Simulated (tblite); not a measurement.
AlBr$_{3}$, charge -1, doublet, at a GFN2-xTB geometry (such geometries of metal compounds can be far from the true shape) (a state made from the parent by changing its charge; the spin is typed, not shown lowest); GFN1-xTB with ALPB(water) (tblite 0.6.0).

tblite was given this input:
```
$ tblite run mol.xyz --method gfn1 --charge -1 --spin 1 --alpb water --json tblite.json --no-restart

# file mol.xyz
4

Al    -0.32189270     0.11479649    -0.20406704
Br    -1.83660573    -1.77411671     0.10868846
Br     0.35206382     2.30354843    -1.04982837
Br     1.60410206    -0.57207041     1.01693624
```

The log (banner, timings and long lists left out):

```
xTB calculator
 | screened Coulomb repulsion
 | Coulomb electrostatics
 |  * isotropic Klopman-Ohno-Mataga-Nishimoto electrostatics
 |  * onsite third-order electrostatics
 | DFT-D3(BJ) dispersion correction
 | Interactions (3)
 | [1] alpb/gbsa reaction field model
 | [2] cds contribution to solvation
 | [3] empirical free energy shift and standard state/solvent correction

halogen bonding energy    0.0000000000000E+00 Eh
repulsion energy          1.5101630047847E-02 Eh
dispersion energy        -1.9818945164118E-03 Eh
interaction energy       -6.3953995483175E-03 Eh
number of electrons       2.5000000000000E+01 e
integral cutoff           4.0000000000000E+01 bohr

------------------------------------------------------------
  cycle        total energy    energy error   density error
------------------------------------------------------------
      1     -13.40136703287  -1.3408091E+01   3.1270134E-01
      2     -13.40467937027  -3.3123374E-03   1.8251603E-01
      3     -13.40464274219   3.6628087E-05   2.9434075E-02
      4     -13.40468617892  -4.3436733E-05   7.5383095E-03
      5     -13.40483659244  -1.5041352E-04   1.0201917E-03
      6     -13.40483697184  -3.7940017E-07   6.4447201E-05
      7     -13.40483697269  -8.4596863E-10   2.4848999E-05
      8     -13.40483697297  -2.8054004E-10   6.1980773E-06
------------------------------------------------------------

electronic energy        -1.3411561308955E+01 Eh
total energy             -1.3404836972971E+01 Eh

Post processing:
 | Mayer-Wiberg bond orders

[Info] JSON dump of results written to 'tblite.json'
```
